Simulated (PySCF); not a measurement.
Ge(H)2(Cl)(Et) (C₂H₇ClGe), SMILES C[CH2][GeH2][Cl]. Atoms are numbered in the order given.

```xyz
11

Ge     0.3127     0.6700    -0.0761
Cl     1.2969    -1.2282     0.3309
C     -1.4866     0.2510    -0.6972
C     -2.2906    -0.5759     0.2967
H      0.3105     1.4472     1.2525
H      1.1622     1.3903    -1.1369
H     -1.9826     1.2116    -0.9196
H     -1.3784    -0.2763    -1.6588
H     -2.4384    -0.0387     1.2469
H     -3.2871    -0.8236    -0.1008
H     -1.7778    -1.5216     0.5297
```
Charge 0, spin multiplicity 1.

Geometry optimised at PBE0-D3(BJ)/def2-SVP. One conformer was computed; it need not be the lowest.

The numbers are results of HF/pcSseg-1 run with PySCF, not measurements.

GIAO shieldings, no solvent; atoms listed in one row are averaged. δ = σ(ref) − σ: ⁷³Ge against GeH4 (σ = 1776.1 ppm); ³⁵Cl against HCl (σ = 958.2 ppm); ¹³C against TMS (σ = 192.6 ppm); ¹H against TMS (σ = 31.99 ppm), references at their B3LYP-D3(BJ)/def2-TZVP geometries, non-relativistic (without spin–orbit terms, shifts of atoms bonded to Cl or Br come out too high).

```json
[
 {"nucleus": "⁷³Ge", "atoms": "Ge1", "count": "1", "δ (ppm)": "264.0"},
 {"nucleus": "³⁵Cl", "atoms": "Cl2", "count": "1", "δ (ppm)": "-136.0"},
 {"nucleus": "¹³C", "atoms": "C4", "count": "1", "δ (ppm)": "10.7"},
 {"nucleus": "¹³C", "atoms": "C3", "count": "1", "δ (ppm)": "9.6"},
 {"nucleus": "¹H", "atoms": "H6", "count": "1", "δ (ppm)": "5.12"},
 {"nucleus": "¹H", "atoms": "H5", "count": "1", "δ (ppm)": "4.98"},
 {"nucleus": "¹H", "atoms": "H9, H10, H11", "count": "3", "δ (ppm)": "1.59"},
 {"nucleus": "¹H", "atoms": "H8", "count": "1", "δ (ppm)": "1.17"},
 {"nucleus": "¹H", "atoms": "H7", "count": "1", "δ (ppm)": "0.82"}
]
```
